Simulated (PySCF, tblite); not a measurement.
Species: C6H6N2Si.
Geometry (GFN2-xTB, Å), atoms numbered from 1 in this order:
```
atom  x, y, z in Å
C1    -1.3869   -0.2883   -1.0604
C2    -0.2691   -1.1716   -0.4965
C3     0.0225   -2.2392   -1.4062
N4     0.2776   -3.0727   -2.1479
Si5    1.3564   -0.1851   -0.1736
C6     0.8741    1.0704    1.1028
C7     0.5444    1.8862    1.9378
C8     0.1747    2.8031    2.8774
N9    -0.1421    3.5739    3.6688
H10   -1.6243    0.5089   -0.3587
H11   -2.2881   -0.8742   -1.2366
H12   -1.0839    0.1602   -2.0045
H13   -0.6067   -1.6255    0.4425
H14    2.3811   -1.0606    0.3922
H15    1.7660    0.5223   -1.3864
```

Method: PBE0/def2-SVPD in PySCF (dipole) on a GFN2-xTB geometry, gas phase.

Take the most abundant isotopes and a rigid rotor. The values belong to one conformer with, in the numbering `[CH3:1][C@@H:2]([C:3]#[N:4])[SiH2:5][C:6]#[C:7][C:8]#[N:9]`, C1–C2–Si5–C6 62°.

Task: Give the principal moments of inertia and the rotational constants in GHz.

Result: Ia = 117.14, Ib = 984.41, Ic = 1064.09 u·Å²; 505379 MHz·u·Å²/I gives 4314, 513.4 and 474.9 MHz, that is A = 4.3145, B = 0.5134, C = 0.4749 GHz.

Task: Classify the top.

Result: A near-prolate asymmetric top. Ray's parameter κ = (2B − A − C)/(A − C) = -0.980; −1 is the prolate and +1 the oblate limit.

Task: Is it planar, by Δ = Ic − Ia − Ib?

Result: Not planar: Δ = Ic − Ia − Ib = -37.45 u·Å². For a rigid frame Δ = −2 Σ m c², so Σ m c² = 18.73 u·Å² lies off the ab plane: 7.90 from hydrogen and 10.83 from heavier atoms. The atom farthest from that plane is 1.69 Å away.

Task: Give the other two planar moments, Paa and Pbb, and the rms extents of the mass along the axes.

Result: Paa = Σ m a² = (Ib + Ic − Ia)/2 = 965.68 and Pbb = Σ m b² = (Ia + Ic − Ib)/2 = 98.41 u·Å². With the mass M = 134.03 u, the rms extents √(P/M) along a, b and c are 2.68, 0.86, 0.37 Å.

Task: List the rotational levels J(Ka,Kc) to J = 2 (MHz).

Result: Above 0(0,0):
J = 1: 1(0,1) 988, 1(1,1) 4789, 1(1,0) 4828
J = 2: 2(0,2) 2965, 2(1,2) 6728, 2(1,1) 6843, 2(2,1) 18246, 2(2,0) 18247
Those of J = 1 are B + C, A + C and A + B.

Task: Which types of transition are allowed, and where do some lines up to J = 3 fall?

Result: The dipole components are |μa| = 0.07 D, |μb| = 0.08 D, |μc| = 0.47 D. Intensities carry the squares of the components, which stand as 0.02 : 0.03 : 1.00 (a : b : c). Some lines, for components of 0.1 D or more:

```json
{"type": "c", "branch": "Q", "J(Ka,Kc)": "3(1,3) ← 3(0,3)", "MHz": "3706", "lower level (cm⁻¹)": "0.198"}
{"type": "c", "branch": "Q", "J(Ka,Kc)": "2(1,2) ← 2(0,2)", "MHz": "3763", "lower level (cm⁻¹)": "0.099"}
{"type": "c", "branch": "Q", "J(Ka,Kc)": "1(1,1) ← 1(0,1)", "MHz": "3801", "lower level (cm⁻¹)": "0.033"}
{"type": "c", "branch": "R", "J(Ka,Kc)": "1(1,0) ← 0(0,0)", "MHz": "4828", "lower level (cm⁻¹)": "0.000"}
{"type": "c", "branch": "R", "J(Ka,Kc)": "2(1,1) ← 1(0,1)", "MHz": "5855", "lower level (cm⁻¹)": "0.033"}
{"type": "c", "branch": "R", "J(Ka,Kc)": "3(1,2) ← 2(0,2)", "MHz": "6901", "lower level (cm⁻¹)": "0.099"}
{"type": "c", "branch": "Q", "J(Ka,Kc)": "3(2,2) ← 3(1,2)", "MHz": "11346", "lower level (cm⁻¹)": "0.329"}
{"type": "c", "branch": "Q", "J(Ka,Kc)": "2(2,1) ← 2(1,1)", "MHz": "11403", "lower level (cm⁻¹)": "0.228"}
{"type": "c", "branch": "R", "J(Ka,Kc)": "2(2,0) ← 1(1,0)", "MHz": "13419", "lower level (cm⁻¹)": "0.161"}
{"type": "c", "branch": "R", "J(Ka,Kc)": "3(2,1) ← 2(1,1)", "MHz": "14370", "lower level (cm⁻¹)": "0.228"}
{"type": "c", "branch": "R", "J(Ka,Kc)": "3(2,2) ← 2(1,2)", "MHz": "14484", "lower level (cm⁻¹)": "0.224"}
{"type": "c", "branch": "Q", "J(Ka,Kc)": "3(3,1) ← 3(2,1)", "MHz": "19100", "lower level (cm⁻¹)": "0.708"}
{"type": "c", "branch": "R", "J(Ka,Kc)": "3(3,0) ← 2(2,0)", "MHz": "22066", "lower level (cm⁻¹)": "0.609"}
{"type": "c", "branch": "R", "J(Ka,Kc)": "3(3,1) ← 2(2,1)", "MHz": "22067", "lower level (cm⁻¹)": "0.609"}
```

Its GFN2-xTB frequencies are all real (lowest 27 cm⁻¹). Constants of a rigid frame at the computed geometry: no zero-point averaging, no centrifugal distortion. A rigid rotor knows nothing of internal rotation, which can split or shift real lines. Quadrupole hyperfine structure (14N) is left out.
